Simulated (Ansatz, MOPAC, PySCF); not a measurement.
Donor–acceptor adduct: GaH3 (SMILES [GaH3]) (first 4 atoms) with NH3 (SMILES N); geometry from B3LYP-D3(BJ)/def2-TZVP, rigid monomers moved along the line of their centres of mass till Ga1···N5 is 3.92 Å.
(charge 0, multiplicity 1):
```xyz
8

Ga     0.47029    -0.36794     0.77091
H      0.08717    -1.90124     0.83918
H     -0.28103     0.54111    -0.28343
H      1.92853     0.05567     1.21425
N     -1.44588     0.82003     3.98282
H     -2.43921     0.63378     3.89560
H     -1.10169     0.33444     4.80423
H     -1.31998     1.81638     4.12574
```

Monomers are frozen at their geometry in the pair; levels with a basis set take the counterpoise correction. Rows marked so take none.

Rows in STO-3G carry no dispersion term and start afresh at each structure; the Pople sets are all-electron and without relativity. The state that AM1, PM6 reach isn't checked.

The values were computed with Ansatz (Gaussian orbitals); MOPAC for AM1, PM6 (differences of heats of formation); PySCF for STO-3G rows. Values without a source in brackets are computed.

Task: One of these levels gives -3.18 kcal/mol for the interaction energy. Which one is it?
(A) AM1
(B) HF/STO-3G (no counterpoise)
(C) PM6
(D) PBE/def2-TZVPPD

Result: A, AM1. The others give -0.98 (PM6), -2.46 (HF/STO-3G (no counterpoise)), -3.95 (PBE/def2-TZVPPD)

Ansatz is a first-principles code.
